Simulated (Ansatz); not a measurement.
Born–Oppenheimer molecular dynamics of a periodic cell of 24 atoms, H (contents 12 H2, density as packed 0.14 g/cm³ with natural masses). It starts from a partly relaxed structure (largest force component 0.17 eV/Å).

Method: Ansatz, DFT PBE-D3(BJ), scalar-relativistic, plane waves, PAW. Settings: accuracy low, cutoff 420 eV, k mesh 1x1x1, fermi-dirac smearing 0.05 eV, no spin polarisation.

```yaml
ensemble: NVT, Langevin thermostat
time_step: 0.5 fs
steps_asked: 300
set_temperature: 250 K
friction: 0.02 /fs
seed: 189979
```

Frames 0.5 fs apart, positions in Å.

Velocities at 95.0 fs (Å/ps):

```
H -6.21 15.43 4.28
H 18.05 -11.39 10.62
H 16.89 -0.59 12.47
H -8.08 0.26 -4.16
H 6.64 34.74 2.52
H -1.37 -9.13 19.32
H 6.24 -4.94 -2.26
H 11.11 -7.11 0.28
H -4.94 -5.41 -15.76
H -3.12 7.69 1.36
H -2.28 9.41 -17.02
H -7.42 -0.09 34.99
H -16.91 2.37 -6.23
H 10.82 -2.24 -11.02
H 27.18 2.24 -14.17
H -0.29 22.82 -13.01
H 8.07 -11.51 6.85
H -0.81 -7.45 12.98
H -18.57 24.12 5.39
H 6.88 20.76 -11.99
H 8.53 -14.57 17.69
H 6.75 8.36 2.40
H 0.47 -8.57 20.78
H -13.40 -7.92 3.75
```

```xyz
24
Lattice="6.6039 0.0000 0.0000 0.0000 6.6039 0.0000 0.0000 0.0000 6.6039" Properties=species:S:1:pos:R:3 time_fs=95.0 energy_less_start_eV=-0.049 T=187
H 2.000 7.390 3.577
H 2.361 6.811 3.223
H 6.167 4.007 1.509
H 6.084 3.547 0.908
H 1.121 5.365 1.198
H 0.956 5.742 1.825
H 5.098 1.834 3.373
H 4.627 2.170 3.815
H 4.586 3.770 4.774
H 5.037 4.222 5.183
H 2.315 2.446 5.879
H 2.287 2.465 5.136
H 0.337 1.515 5.991
H -0.341 1.392 6.338
H 1.410 2.650 1.516
H 2.118 2.473 1.667
H 4.038 1.043 0.791
H 4.048 1.287 0.109
H 5.850 5.893 3.279
H 6.428 5.772 3.790
H 1.171 4.863 5.548
H 1.127 4.707 4.776
H 4.292 5.060 2.224
H 3.623 4.724 2.272
24
Lattice="6.6039 0.0000 0.0000 0.0000 6.6039 0.0000 0.0000 0.0000 6.6039" Properties=species:S:1:pos:R:3 time_fs=95.5 energy_less_start_eV=-0.012 T=186
H 1.997 7.398 3.578
H 2.370 6.806 3.228
H 6.176 4.006 1.515
H 6.080 3.547 0.907
H 1.125 5.383 1.200
H 0.956 5.737 1.835
H 5.102 1.831 3.372
H 4.633 2.167 3.815
H 4.582 3.767 4.767
H 5.035 4.225 5.184
H 2.313 2.450 5.871
H 2.283 2.465 5.153
H 0.328 1.516 5.988
H -0.335 1.391 6.332
H 1.423 2.651 1.509
H 2.118 2.484 1.661
H 4.043 1.037 0.796
H 4.047 1.284 0.114
H 5.841 5.906 3.282
H 6.430 5.782 3.783
H 1.176 4.855 5.556
H 1.131 4.712 4.777
H 4.291 5.055 2.233
H 3.617 4.720 2.274
24
Lattice="6.6039 0.0000 0.0000 0.0000 6.6039 0.0000 0.0000 0.0000 6.6039" Properties=species:S:1:pos:R:3 time_fs=96.0 energy_less_start_eV=0.040 T=170
H 1.995 7.404 3.579
H 2.378 6.805 3.235
H 6.184 4.003 1.521
H 6.077 3.548 0.907
H 1.129 5.402 1.201
H 0.956 5.731 1.844
H 5.107 1.829 3.371
H 4.638 2.165 3.814
H 4.578 3.764 4.761
H 5.031 4.226 5.184
H 2.312 2.454 5.864
H 2.279 2.464 5.168
H 0.318 1.518 5.984
H -0.329 1.390 6.325
H 1.435 2.652 1.501
H 2.119 2.493 1.656
H 4.048 1.031 0.802
H 4.046 1.282 0.117
H 5.833 5.918 3.286
H 6.430 5.792 3.774
H 1.181 4.847 5.561
H 1.136 4.717 4.781
H 4.289 5.049 2.243
H 3.612 4.716 2.277
24
Lattice="6.6039 0.0000 0.0000 0.0000 6.6039 0.0000 0.0000 0.0000 6.6039" Properties=species:S:1:pos:R:3 time_fs=96.5 energy_less_start_eV=0.065 T=162
H 1.994 7.407 3.578
H 2.385 6.807 3.241
H 6.192 3.998 1.526
H 6.072 3.551 0.908
H 1.132 5.422 1.201
H 0.956 5.725 1.853
H 5.114 1.828 3.368
H 4.643 2.164 3.814
H 4.574 3.761 4.756
H 5.026 4.227 5.184
H 2.311 2.456 5.864
H 2.273 2.464 5.178
H 0.308 1.520 5.981
H -0.323 1.389 6.317
H 1.442 2.653 1.495
H 2.122 2.501 1.654
H 4.052 1.024 0.810
H 4.045 1.280 0.116
H 5.826 5.930 3.293
H 6.428 5.802 3.764
H 1.185 4.839 5.563
H 1.141 4.724 4.787
H 4.286 5.043 2.255
H 3.609 4.711 2.279
24
Lattice="6.6039 0.0000 0.0000 0.0000 6.6039 0.0000 0.0000 0.0000 6.6039" Properties=species:S:1:pos:R:3 time_fs=97.0 energy_less_start_eV=0.037 T=172
H 1.996 7.408 3.576
H 2.391 6.813 3.249
H 6.199 3.992 1.531
H 6.067 3.556 0.909
H 1.136 5.441 1.201
H 0.956 5.720 1.862
H 5.122 1.827 3.362
H 4.646 2.164 3.813
H 4.572 3.758 4.752
H 5.019 4.227 5.184
H 2.311 2.459 5.869
H 2.268 2.463 5.182
H 0.301 1.521 5.978
H -0.318 1.387 6.310
H 1.446 2.654 1.488
H 2.127 2.509 1.653
H 4.054 1.017 0.819
H 4.044 1.278 0.115
H 5.821 5.943 3.302
H 6.425 5.813 3.753
H 1.190 4.832 5.561
H 1.145 4.730 4.795
H 4.281 5.036 2.266
H 3.605 4.706 2.281
24
Lattice="6.6039 0.0000 0.0000 0.0000 6.6039 0.0000 0.0000 0.0000 6.6039" Properties=species:S:1:pos:R:3 time_fs=97.5 energy_less_start_eV=-0.028 T=196
H 1.999 7.408 3.574
H 2.395 6.820 3.258
H 6.206 3.983 1.533
H 6.062 3.562 0.913
H 1.141 5.460 1.200
H 0.957 5.715 1.871
H 5.131 1.824 3.356
H 4.650 2.166 3.813
H 4.573 3.756 4.749
H 5.011 4.225 5.181
H 2.311 2.462 5.881
H 2.261 2.462 5.181
H 0.298 1.522 5.974
H -0.316 1.385 6.306
H 1.447 2.656 1.481
H 2.135 2.515 1.651
H 4.056 1.008 0.827
H 4.044 1.276 0.115
H 5.818 5.956 3.311
H 6.421 5.825 3.741
H 1.195 4.823 5.557
H 1.149 4.735 4.804
H 4.276 5.028 2.276
H 3.603 4.702 2.283
24
Lattice="6.6039 0.0000 0.0000 0.0000 6.6039 0.0000 0.0000 0.0000 6.6039" Properties=species:S:1:pos:R:3 time_fs=98.0 energy_less_start_eV=-0.084 T=212
H 2.002 7.406 3.571
H 2.397 6.828 3.268
H 6.211 3.973 1.535
H 6.056 3.569 0.918
H 1.146 5.479 1.197
H 0.959 5.711 1.881
H 5.140 1.823 3.349
H 4.653 2.169 3.812
H 4.576 3.756 4.746
H 5.002 4.222 5.177
H 2.311 2.467 5.896
H 2.254 2.461 5.175
H 0.298 1.523 5.970
H -0.317 1.381 6.303
H 1.446 2.658 1.474
H 2.145 2.521 1.650
H 4.060 1.000 0.833
H 4.043 1.275 0.115
H 5.814 5.971 3.321
H 6.417 5.838 3.728
H 1.200 4.813 5.551
H 1.153 4.741 4.814
H 4.271 5.021 2.286
H 3.600 4.697 2.286
24
Lattice="6.6039 0.0000 0.0000 0.0000 6.6039 0.0000 0.0000 0.0000 6.6039" Properties=species:S:1:pos:R:3 time_fs=98.5 energy_less_start_eV=-0.098 T=211
H 2.005 7.402 3.567
H 2.399 6.838 3.277
H 6.215 3.962 1.536
H 6.050 3.576 0.924
H 1.150 5.499 1.194
H 0.964 5.709 1.891
H 5.149 1.820 3.343
H 4.657 2.173 3.811
H 4.579 3.757 4.745
H 4.995 4.218 5.172
H 2.311 2.472 5.913
H 2.246 2.460 5.168
H 0.301 1.524 5.964
H -0.322 1.376 6.303
H 1.444 2.660 1.466
H 2.156 2.525 1.649
H 4.064 0.992 0.837
H 4.042 1.273 0.115
H 5.810 5.985 3.330
H 6.413 5.849 3.718
H 1.203 4.803 5.545
H 1.156 4.748 4.824
H 4.266 5.014 2.295
H 3.597 4.693 2.289
24
Lattice="6.6039 0.0000 0.0000 0.0000 6.6039 0.0000 0.0000 0.0000 6.6039" Properties=species:S:1:pos:R:3 time_fs=99.0 energy_less_start_eV=-0.063 T=212
H 2.010 7.397 3.565
H 2.401 6.846 3.286
H 6.220 3.950 1.537
H 6.041 3.584 0.930
H 1.154 5.519 1.191
H 0.970 5.707 1.900
H 5.157 1.817 3.339
H 4.661 2.178 3.809
H 4.581 3.760 4.745
H 4.986 4.215 5.167
H 2.312 2.477 5.931
H 2.239 2.457 5.161
H 0.308 1.526 5.957
H -0.329 1.371 6.303
H 1.442 2.663 1.458
H 2.167 2.529 1.647
H 4.067 0.984 0.840
H 4.042 1.271 0.118
H 5.803 5.998 3.339
H 6.410 5.860 3.709
H 1.205 4.794 5.542
H 1.158 4.756 4.830
H 4.263 5.006 2.304
H 3.594 4.689 2.292
```

Of the whole run (150 fs, mean temperature of the second half 225 K): A run of 0.15 ps of so small a system gives no equilibrium averages. Limits of this set-up: coarse k mesh, low accuracy level.

Run time: 3.3 min on 1 thread of Intel(R) Xeon(R) Platinum 8259CL CPU @ 2.50GHz (Skylake/Cascade Lake), with other jobs on the host, peak memory 0.36 GiB.
